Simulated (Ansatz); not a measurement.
`[SiH3]B[S][GaH2]` at its PBE0-D4/def2-TZVP geometry, where that method's forces vanish. Total charge 0; spin multiplicity 1.

```xyz
10

Si   -0.5326   -0.0458    1.2277
B    -0.9254    1.3475   -0.1560
S    -0.0959    1.1956   -1.6972
Ga    1.1150   -0.7086   -1.2795
H     0.4735   -1.0038    0.5687
H    -1.6462   -0.9504    1.6199
H     0.1843    0.3994    2.4525
H    -1.6780    2.2613    0.0053
H     2.6074   -0.4736   -0.8825
H     0.4979   -2.0216   -1.8588
```

Question: What forces (eV/Å) does ωB97M-V/def2-TZVPP give on these atoms in Ansatz 0.2.0? (An estimate is asked.)

Answer: The calculation gave: 
```
Si1  0.021 -0.116  0.139
B2  -0.083  0.092  0.031
S3   0.011 -0.022  0.019
Ga4  0.091 -0.081 -0.082
H5  -0.107  0.093  0.086
H6   0.132  0.116 -0.049
H7  -0.091 -0.049 -0.148
H8   0.100 -0.127 -0.010
H9  -0.134 -0.021 -0.038
H10  0.060  0.115  0.051
```
